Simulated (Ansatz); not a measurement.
```xyz
14

C    -1.9487    0.6947   -0.1330
O    -1.2975   -0.5556   -0.0878
Si    0.3258   -0.7310   -0.1179
C     1.1902   -0.0349    1.3640
N     0.9424    0.0172   -1.5211
Cl    0.5621   -2.7806   -0.1060
H    -2.9959    0.5233   -0.3880
H    -1.9078    1.1951    0.8408
H    -1.5049    1.3548   -0.8856
H     2.2657   -0.2210    1.3154
H     1.0315    1.0441    1.4356
H     0.8114   -0.5030    2.2746
H     0.6075   -0.2675   -2.4285
H     1.9182    0.2643   -1.5626
```

The species carries charge 0 and has multiplicity 1.

**Question.** List the PBE0/def2-TZVPP orbital energies in eV (Ansatz 0.2.0). (Best estimate.)

**Answer.** Ansatz gave: Occupied: -2766.76, -1803.58, -522.59, -390.95, -279.41, -277.82, -258.62, -196.89, -196.77, -196.77, -145.70, -100.41, -100.37, -100.33, -28.45, -24.02, -22.53, -19.77, -19.22, -14.87, -13.99, -13.12, -12.79, -12.59, -11.77, -11.44, -10.87, -10.16, -9.14, -8.89, -8.69, -8.26, -7.79. Lowest empty: 0.72, 1.63, 1.88, 2.04, 2.31, 2.65, 3.28, 3.29.
